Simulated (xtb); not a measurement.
Job for xtb: GFN2-xTB on MgC+, 2S+1 = 4, a spin state set in the input, which need not be the lowest, a point of a bond scan (R = 1.939 Å). Charge +1.

```
$ xtb mol.xyz --gfn 2 --sp --chrg 1 --uhf 3
2

C      0.00000000     0.00000000     0.00000000
Mg     0.00000000     0.00000000     1.93909000
```

The head of its log:

```
[...]
           -------------------------------------------------
          |                Calculation Setup                |
           -------------------------------------------------



           -------------------------------------------------
          |                 G F N 2 - x T B                 |
           -------------------------------------------------

        Reference                      10.1021/acs.jctc.8b01176
      * Hamiltonian:
        H0-scaling (s, p, d)           1.850000    2.230000    2.230000
        zeta-weighting                 0.500000
      * Dispersion:
        s8                             2.700000
        a1                             0.520000
        a2                             5.000000
        s9                             5.000000
      * Repulsion:
        kExp                           1.500000    1.000000
        rExp                           1.000000
      * Coulomb:
        alpha                          2.000000
        third order                    shell-resolved
        anisotropic                    true
        a3                             3.000000
        a5                             4.000000
        cn-shift                       1.200000
        cn-exp                         4.000000
        max-rad                        5.000000


          ...................................................
          :                      SETUP                      :
          :.................................................:
          :  # basis functions                  14          :
          :  # atomic orbitals                  13          :
          :  # shells                            5          :
          :  # electrons                         5          :
          :  max. iterations                   250          :
          :  Hamiltonian                  GFN2-xTB          :
          :  restarted?                      false          :
          :  GBSA solvation                  false          :
          :  PC potential                    false          :
          :  electronic temp.          300.0000000     K    :
          :  accuracy                    1.0000000          :
          :  -> integral cutoff          0.2500000E+02      :
          :  -> integral neglect         0.1000000E-07      :
          :  -> SCF convergence          0.1000000E-05 Eh   :
          :  -> wf. convergence          0.1000000E-03 e    :
          :  Broyden damping             0.4000000          :
          :  net charge                          1          :
          :  unpaired electrons                  3          :
          ...................................................

 iter      E             dE          RMSdq      gap      omega  full diag
   1      1.7283453  0.172835E+01  0.307E+01    3.62       0.0  T
   2     -0.9567224 -0.268507E+01  0.164E+01   19.74       1.0  T
```

### Question
Predict the final total energy.

### Answer
-1.8533 hartree.
